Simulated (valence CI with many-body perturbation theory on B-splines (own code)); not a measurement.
**Level structure of Os45+**

Computed by valence CI with perturbative core correlation (CI+MBPT): three valence electrons over a frozen Dirac-Fock core [Ar] 3d10, radial functions for each j: 11 s, 11 p, 10 d, 8 f, 5 g, 2 h, with the one-electron correlation potential Σ1, the two-electron term Σ2, the three-electron term Σ3, Breit, model QED; selected CI, second order for the rest, scaled by the run's own slope (own B-spline code, finite nucleus).

No measured spectrum was set against this ion. As an estimate, large intervals hold to a few tenths of a per cent, small ones and those within an open d or f shell to about a per cent.

Levels 91 to 135 of 184, with energies above the lowest level, (4s^2 4p1/2) J=1/2. "Leading %" is the weight of the configuration and term that name the level; weights of strongly mixed levels are sums over their largest components and can fall short. In the jj column 3d3/2^4 stands for four electrons in 3d with j = 3/2. Lifetimes count E1, E2, E3, M1 and M2 decay at the calculated energies, and are blank where another channel may lead or the interval is too uncertain; long ones can be off by a factor of two.

| No. | Configuration | Term | J | E (Ry) | Leading % | Leading jj | g | Lifetime |
| --- | --- | --- | --- | --- | --- | --- | --- | --- |
| 91 | 4s.4p.4f | 2D | 3/2 | 51.368 | 54 | 4s 4p3/2 4f7/2 (59 %) | 1.011 | 1.63 ps |
| 92 | 4s.4p.4f | 2G | 7/2 | 51.420 | 22 | 4s 4p3/2 4f5/2 (44 %) | 1.080 | 915 fs |
| 93 | 4s.4p.4f | 2D | 3/2 | 51.508 | 57 | 4s 4p3/2 4f5/2 (74 %) | 0.820 | 937 fs |
| 94 | 4s.4p.4f | 2F | 7/2 | 51.561 | 38 | 4s 4p3/2 4f7/2 (60 %) | 1.181 | 1.21 ps |
| 95 | 4s.4d2 | 2D | 5/2 | 51.625 | 31 | 4s 4d5/2^2 (57 %) | 1.234 | 1.04 ps |
| 96 | 4s.4p.4f | 2G | 9/2 | 51.779 | 74 | 4s 4p3/2 4f7/2 (83 %) | 1.140 | 1.28 ps |
| 97 | 4s.4p.4f | 2G | 9/2 | 52.191 | 34 | 4s 4d5/2^2 (32 %) | 1.166 | 1.04 ps |
| 98 | 4p2.4d | 2D | 3/2 | 52.346 | 39 | 4p3/2^2 4d3/2 (87 %) | 1.070 | 437 fs |
| 99 | 4s.4d2 | 2S | 1/2 | 52.425 | 56 | 4s 4d5/2^2 (66 %) | 1.661 | 1.02 ps |
| 100 | 4s.4d2 | 2D | 3/2 | 52.484 | 29 | 4s 4d5/2^2 (60 %) | 0.960 | 1.07 ps |
| 101 | 4s.4p.4f | 2D | 5/2 | 52.501 | 56 | 4s 4p3/2 4f7/2 (67 %) | 1.184 | 1.03 ps |
| 102 | 4s.4p.4f | 2G | 7/2 | 52.758 | 38 | 4s 4p3/2 4f7/2 (32 %) | 1.022 | 840 fs |
| 103 | 4p2.4d | 2D | 5/2 | 52.843 | 17 | 4p3/2^2 4d3/2 (61 %) | 1.184 | 438 fs |
| 104 | 4p2.4d | 4P | 1/2 | 52.893 | 36 | 4p3/2^2 4d3/2 (69 %) | 1.550 | 440 fs |
| 105 | 4p2.4d | 2F | 7/2 | 53.618 | 39 | 4p3/2^2 4d3/2 (61 %) | 1.066 | 397 fs |
| 106 | 4p2.4d | 2D | 3/2 | 53.744 | 40 | 4p3/2^2 4d3/2 (68 %) | 0.946 | 433 fs |
| 107 | 4p2.4d | 4F | 9/2 | 53.907 | 42 | 4p3/2^2 4d5/2 (75 %) | 1.210 | 644 fs |
| 108 | 4p2.4d | 2F | 7/2 | 53.994 | 35 | 4p3/2^2 4d5/2 (62 %) | 1.185 | 597 fs |
| 109 | 4p2.4d | 2P | 1/2 | 54.236 | 32 | 4p3/2^2 4d5/2 (79 %) | 1.402 | 630 fs |
| 110 | 4p.4d2 | 4G° | 5/2 | 54.574 | 55 | 4p1/2 4d3/2^2 (96 %) | 0.734 | 1.94 ps |
| 111 | 4p2.4d | 2D | 5/2 | 54.614 | 71 | 4p3/2^2 4d5/2 (91 %) | 1.201 | 768 fs |
| 112 | 4p2.4d | 2D | 3/2 | 55.402 | 39 | 4p3/2^2 4d5/2 (82 %) | 1.146 | 506 fs |
| 113 | 4p2.4d | 2D | 5/2 | 55.692 | 46 | 4p3/2^2 4d5/2 (80 %) | 1.112 | 454 fs |
| 114 | 4p.4d2 | 4D° | 1/2 | 55.848 | 43 | 4p1/2 4d3/2^2 (97 %) | 0.641 | 870 fs |
| 115 | 4p.4d2 | 4F° | 3/2 | 56.060 | 40 | 4p1/2 4d3/2^2 (94 %) | 0.740 | 468 fs |
| 116 | 4p.4d2 | 4G° | 7/2 | 56.458 | 54 | 4p1/2 4d3/2 4d5/2 (91 %) | 1.012 | 3.51 ps |
| 117 | 4p.4d2 | 2D° | 5/2 | 56.624 | 24 | 4p1/2 4d3/2 4d5/2 (92 %) | 1.046 | 2.56 ps |
| 118 | 4p.4d2 | 2H° | 9/2 | 56.684 | 46 | 4p1/2 4d3/2 4d5/2 (81 %) | 1.001 | 4.55 ps |
| 119 | 4p.4d2 | 4D° | 3/2 | 56.859 | 38 | 4p1/2 4d3/2 4d5/2 (92 %) | 1.156 | 2.06 ps |
| 120 | 4p.4d2 | 4P° | 1/2 | 56.998 | 49 | 4p1/2 4d3/2 4d5/2 (99 %) | 1.782 | 2.02 ps |
| 121 | 4p.4d2 | 2F° | 7/2 | 57.714 | 25 | 4p1/2 4d3/2 4d5/2 (66 %) | 1.062 | 817 fs |
| 122 | 4p.4d2 | 4F° | 5/2 | 57.765 | 17 | 4p1/2 4d3/2 4d5/2 (79 %) | 1.101 | 681 fs |
| 123 | 4p.4d2 | 4D° | 3/2 | 58.111 | 30 | 4p1/2 4d3/2 4d5/2 (81 %) | 1.211 | 640 fs |
| 124 | 4p2.4f | 2G° | 7/2 | 58.114 | 62 | 4p1/2 4p3/2 4f5/2 (90 %) | 0.922 | 1.17 ps |
| 125 | 4p2.4f | 4G° | 5/2 | 58.239 | 43 | 4p1/2 4p3/2 4f5/2 (90 %) | 0.911 | 992 fs |
| 126 | 4p2.4f | 4D° | 7/2 | 58.299 | 32 | 4p1/2 4p3/2 4f7/2 (56 %) | 1.257 | 1.86 ps |
| 127 | 4p2.4f | 4G° | 9/2 | 58.444 | 40 | 4p1/2 4p3/2 4f7/2 (63 %) | 1.129 | 1.99 ps |
| 128 | 4p2.4f | 4F° | 3/2 | 58.445 | 67 | 4p1/2 4p3/2 4f5/2 (89 %) | 0.632 | 914 fs |
| 129 | 4p2.4f | 2F° | 5/2 | 58.597 | 48 | 4p1/2 4p3/2 4f5/2 (67 %) | 0.988 | 1.14 ps |
| 130 | 4p2.4f | 2H° | 9/2 | 58.620 | 28 | 4p1/2 4p3/2 4f5/2 (50 %) | 1.095 | 1.37 ps |
| 131 | 4p2.4f | 4F° | 9/2 | 58.763 | 47 | 4p1/2 4p3/2 4f7/2 (88 %) | 1.221 | 1.34 ps |
| 132 | 4p2.4f | 2D° | 3/2 | 58.815 | 43 | 4p1/2 4p3/2 4f5/2 (78 %) | 1.041 | 1.23 ps |
| 133 | 4p2.4f | 2H° | 11/2 | 58.842 | 60 | 4p1/2 4p3/2 4f7/2 (95 %) | 1.150 | 1.87 ps |
| 134 | 4p2.4f | 2F° | 7/2 | 58.849 | 34 | 4p1/2 4p3/2 4f7/2 (71 %) | 1.118 | 1.26 ps |
| 135 | 4p2.4f | 4D° | 5/2 | 58.896 | 42 | 4p1/2 4p3/2 4f7/2 (72 %) | 1.234 | 1.12 ps |
